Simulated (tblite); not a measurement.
C4H12OP2S.
Geometry (GFN2-xTB, Å), atoms numbered from 1 in this order:
```
atom  x, y, z in Å
C1    -1.899   -1.294   -0.115
C2    -1.200   -0.331   -1.055
P3    -0.160    0.962   -0.241
O4     0.666    1.698   -1.211
P5    -1.367    2.350    0.950
C6     0.840    0.067    1.034
S7     1.666   -1.373    0.302
C8     2.962   -0.534   -0.644
H9    -1.172   -1.915    0.403
H10   -2.493   -0.761    0.626
H11   -2.563   -1.946   -0.679
H12   -0.517   -0.859   -1.725
H13   -1.913    0.218   -1.678
H14   -1.823    2.939   -0.222
H15   -2.461    1.501    1.042
H16    0.205   -0.300    1.839
H17    1.589    0.750    1.439
H18    3.664   -0.072    0.045
H19    2.509    0.209   -1.291
H20    3.461   -1.297   -1.232
```

Computed with GFN2-xTB (tblite): harmonic, unscaled wavenumbers at the GFN2-xTB geometry, gas phase. Against measured fundamentals such values can be off by several per cent, at times by over 20. Modes of hydrogen on phosphorus can be 10 to 20 % off. One conformer, not necessarily the lowest.

Harmonic wavenumbers (cm⁻¹): 41.6, 79.9, 88.5, 102.3, 113.4, 145.0, 154.9, 170.1, 203.0, 227.3, 250.6, 289.9, 317.9, 354.8, 483.0, 635.1, 677.0, 714.0, 722.0, 731.9, 746.7, 762.4, 782.1, 947.1, 955.5, 967.2, 1006.6, 1046.9, 1085.7, 1099.6, 1134.0, 1201.5, 1227.4, 1258.3, 1318.9, 1379.0, 1408.7, 1429.2, 1440.5, 1445.3, 1487.6, 1499.7, 2291.4, 2351.5, 2932.6, 2947.3, 2954.8, 2993.0, 3006.2, 3022.3, 3030.0, 3042.9, 3053.9, 3064.7.

A = 1671, B = 813.3, C = 696.8 MHz; mass 170.008 u (most abundant isotopes); point group C1, symmetry number 1.

Task: Zero-point energy?

Result: Half the sum of the wavenumbers: 33411 cm⁻¹ = 399.69 kJ/mol.

Task: Entropy at 273.15 K, 1 bar (ideal gas, RRHO, classical rotation)?

Result: Translation 171.09, rotation 125.30, vibration 157.25: S = 453.6 J/(mol K).

Task: And Cp and H(273.15 K) − H(0)?

Result: Cp = 179.75 J/(mol K), of which vibrations give 146.49 (their classical limit is 54 R = 449.0); H(273.15 K) − H(0) = 31.33 kJ/mol without the zero-point energy, 22.25 from vibrations.

Task: What must be added to the electronic energy to get the Gibbs energy at 273.15 K and 1 bar?

Result: ZPE + [H(273.15 K) − H(0)] − T·S = 399.69 + 31.33 − 123.91 = 307.11 kJ/mol.

Task: Blend soft modes into free rotors: weight 1/[1 + (100 cm⁻¹/ν̃)⁴] for the oscillator and the rest for a rotor with moment μB/(μ + B), μ = h/(8π²ν), B = 10⁻⁴⁴ kg m². What vibrational entropy results?

Result: 146.20 J/(mol K) in place of 157.25, which changes −T·S at 273.15 K by +3.02 kJ/mol.

Hindered rotation and anharmonicity are outside this model. Other conformers, if any are populated, would add a mixing term that is left out. The structure is chiral; the term R ln 2 for an equal mix with its mirror image is left out.
